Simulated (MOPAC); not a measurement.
MOPAC input (PM7):

```
PM7 1SCF GEO-OK AUX(PRECISION=9) THREADS=1
C2H10OSi2

C    -2.85520100 1   -0.52831300 1    0.19470100 1
O    -1.52797100 1   -0.26024100 1   -0.20757200 1
C    -0.94654900 1    0.83672100 1    0.48153600 1
Si    0.82271200 1    1.05219400 1   -0.16952000 1
Si    1.91477400 1   -1.02012500 1   -0.11845800 1
H    -2.90376800 1   -0.77199100 1    1.26349700 1
H    -3.50931800 1    0.33121400 1    0.00193000 1
H    -3.20474600 1   -1.38196900 1   -0.38420700 1
H    -1.53717000 1    1.75157600 1    0.32846500 1
H    -0.92602800 1    0.64836900 1    1.56526700 1
H     1.51742800 1    2.03548800 1    0.70190800 1
H     0.79449200 1    1.59637400 1   -1.54967300 1
H     1.73908400 1   -1.64224300 1    1.21800200 1
H     3.36915500 1   -0.84859200 1   -0.36269400 1
H     1.37033200 1   -1.93571600 1   -1.14764700 1
```

From the output:

```
                                                       MOPAC v23.2.5 Linux

          FINAL HEAT OF FORMATION =        -25.75808 KCAL/MOL =    -107.77180 KJ/MOL

          COSMO AREA              =        163.03 SQUARE ANGSTROMS
          COSMO VOLUME            =        161.38 CUBIC ANGSTROMS

          IONIZATION POTENTIAL    =          9.889746 EV
          HOMO LUMO ENERGIES (EV) =         -9.890  0.320
          NO. OF FILLED LEVELS    =         16
          MOLECULAR WEIGHT        =        106.2714         POINT GROUP:  C1

          MOLECULAR DIMENSIONS (Angstroms)

            Atom       Atom       Distance
            H    14    H     7     6.98844
            H     8    H    11     4.36387
            H    13    H    12     3.61407

          SCF CALCULATIONS        =          1

   ATOM   CHEMICAL          X               Y               Z
  NUMBER   SYMBOL      (ANGSTROMS)     (ANGSTROMS)     (ANGSTROMS)

     1       C         -2.85520100  *  -0.52831300  *   0.19470100  *
     2       O         -1.52797100  *  -0.26024100  *  -0.20757200  *
     3       C         -0.94654900  *   0.83672100  *   0.48153600  *
     4      Si          0.82271200  *   1.05219400  *  -0.16952000  *
     5      Si          1.91477400  *  -1.02012500  *  -0.11845800  *
     6       H         -2.90376800  *  -0.77199100  *   1.26349700  *
     7       H         -3.50931800  *   0.33121400  *   0.00193000  *
     8       H         -3.20474600  *  -1.38196900  *  -0.38420700  *
     9       H         -1.53717000  *   1.75157600  *   0.32846500  *
    10       H         -0.92602800  *   0.64836900  *   1.56526700  *
    11       H          1.51742800  *   2.03548800  *   0.70190800  *
    12       H          0.79449200  *   1.59637400  *  -1.54967300  *
    13       H          1.73908400  *  -1.64224300  *   1.21800200  *
    14       H          3.36915500  *  -0.84859200  *  -0.36269400  *
    15       H          1.37033200  *  -1.93571600  *  -1.14764700  *

                             CARTESIAN COORDINATES

   1    C       -2.855201000    -0.528313000     0.194701000
   2    O       -1.527971000    -0.260241000    -0.207572000
   3    C       -0.946549000     0.836721000     0.481536000
   4   Si        0.822712000     1.052194000    -0.169520000
   5   Si        1.914774000    -1.020125000    -0.118458000
   6    H       -2.903768000    -0.771991000     1.263497000
   7    H       -3.509318000     0.331214000     0.001930000
   8    H       -3.204746000    -1.381969000    -0.384207000
   9    H       -1.537170000     1.751576000     0.328465000
  10    H       -0.926028000     0.648369000     1.565267000
  11    H        1.517428000     2.035488000     0.701908000
  12    H        0.794492000     1.596374000    -1.549673000
  13    H        1.739084000    -1.642243000     1.218002000
  14    H        3.369155000    -0.848592000    -0.362694000
  15    H        1.370332000    -1.935716000    -1.147647000

           Empirical Formula: C2 H10 O Si2  =    15 atoms

      MOLECULAR POINT GROUP   :   C1

                  EIGENVALUES
 -29.75394 -24.94669 -23.48966 -19.13820 -16.53408 -16.11657 -15.81845 -14.69516
 -13.65900 -12.60593 -12.41630 -12.30368 -12.03515 -11.22804 -10.48501  -9.88975
   0.31960   1.60510   2.06637   2.49921   2.66322   2.88609   4.83403   5.50644
   5.56246   5.70286   6.04940   6.35894   6.39883   8.53016  19.06772  19.28493
  20.38967  20.48736  20.74130  21.99554  22.26630  22.37002  23.05920  23.29249

              NET ATOMIC CHARGES AND DIPOLE CONTRIBUTIONS

  ATOM NO.   TYPE          CHARGE      No. of ELECS.   s-Pop       p-Pop       d-Pop
    1          C          -0.216544        4.2165     1.07841     3.13813
    2          O          -0.333125        6.3331     1.87579     4.45734
    3          C          -0.244338        4.2443     1.08680     3.15753
    4         Si           0.003580        3.9964     0.89338     2.96966     0.13338
    5         Si          -0.027574        4.0276     0.92520     3.00794     0.09443
    6          H           0.119328        0.8807     0.88067
    7          H           0.120463        0.8795     0.87954
    8          H           0.145456        0.8545     0.85454
    9          H           0.136785        0.8632     0.86322
   10          H           0.134654        0.8653     0.86535
   11          H           0.038955        0.9610     0.96105
   12          H           0.047185        0.9528     0.95282
   13          H           0.022871        0.9771     0.97713
   14          H           0.022331        0.9777     0.97767
   15          H           0.029974        0.9700     0.97003
 DIPOLE           X         Y         Z       TOTAL
 POINT-CHG.    -0.043     0.683     0.972     1.189
 HYBRID        -1.011    -0.043     0.216     1.035
 SUM           -1.054     0.641     1.189     1.713

          ATOMIC ORBITAL ELECTRON POPULATIONS

     Atom    s        px        py        pz      x^2-y^2     xz        z^2       yz        xy
    1  C   1.07841   0.87996   1.13213   1.12604
    2  O   1.87579   1.30100   1.51960   1.63674
    3  C   1.08680   1.10539   0.96631   1.08583
    4 Si   0.89338   0.87436   1.06341   1.03189   0.02678   0.02444   0.02803   0.02416   0.02997
    5 Si   0.92520   0.99732   0.99050   1.02012   0.02522   0.00781   0.02248   0.02583   0.01309
    6  H   0.88067
    7  H   0.87954
    8  H   0.85454
    9  H   0.86322
   10  H   0.86535
   11  H   0.96105
   12  H   0.95282
   13  H   0.97713
   14  H   0.97767
   15  H   0.97003

 **********************
 *                    *
 * JOB ENDED NORMALLY *
 *                    *
 **********************

 == MOPAC DONE ==
```

The geometry given is a B3LYP-D3(BJ)/def2-TZVP minimum.
